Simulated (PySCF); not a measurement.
Compound: C6H11OS (charge -1).
Numbering: `[CH3:1][C@@H:2]([S-:3])[CH2:4][O:5][CH:6]1[CH2:7][CH2:8]1`

NICS = −σ at a ghost point: NICS(0) at the centroid of the ring atoms, NICS(1) 1 Å to either side along the normal of their mean plane, zz for the tensor component along that normal. Level: GIAO PBE0/pcSseg-1 (PySCF, non-relativistic, gas phase) on the GFN2-xTB geometry, one conformer.

Ring bond lengths (Å), with Mayer bond orders in brackets: C6–C7 1.496 (0.97), C7–C8 1.504 (0.97), C8–C6 1.504 (0.94).

Task: What do the NICS probes read (ppm)?

Result: 
| ring | type | NICS(0) | NICS(1), two faces | NICS(1)zz, two faces | rms pucker (Å) | centre to ring atoms, mean (Å) |
| --- | --- | --- | --- | --- | --- | --- |
| C6–C7–C8 | 3-membered carbocycle; formal bonds all single | -39.2 | -9.2 / -7.2 | -23.0 / -16.0 | 0.00 | 0.87 |

Task: What can be read from them?

Result: 
- C6–C7–C8: mean NICS(1)zz -19.5 ppm, shielded. C6, C7, C8 have four or more neighbours; no verdict on aromaticity is drawn. The two faces differ by 7.0 ppm, so no symmetry operation interchanges them. NICS(0) lies 31 ppm below the mean NICS(1).

Task: What is the mean of the two in-plane components of NICS at the second NICS(1) probe listed for ring C6–C7–C8, 1 Å off the ring?

Result: The isotropic value is a third of the trace: (3 × -7.2 − (-16.0))/2 = -2.8 ppm.

Task: List the ring angles and the Hirshfeld charges of the ring atoms.

Result: 
- C6–C7–C8: C6 60.2° (+0.029 e), C7 60.2° (-0.114 e), C8 59.7° (-0.107 e); sum 180.0° against 180° for a flat convex ring.

Time: 36 s of wall time; peak memory 0.96 GiB. Hardware: one thread of an Intel Xeon Platinum 8488C, no GPU, on a shared host. This is the whole shielding run at PBE0/pcSseg-1, SCF included.

Conformer computed: `[CH3:1][C@@H:2]([S-:3])[CH2:4][O:5][CH:6]1[CH2:7][CH2:8]1`: C1–C2–C4–O5 65°, C2–C4–O5–C6 68°, C4–O5–C6–C7 -173°.
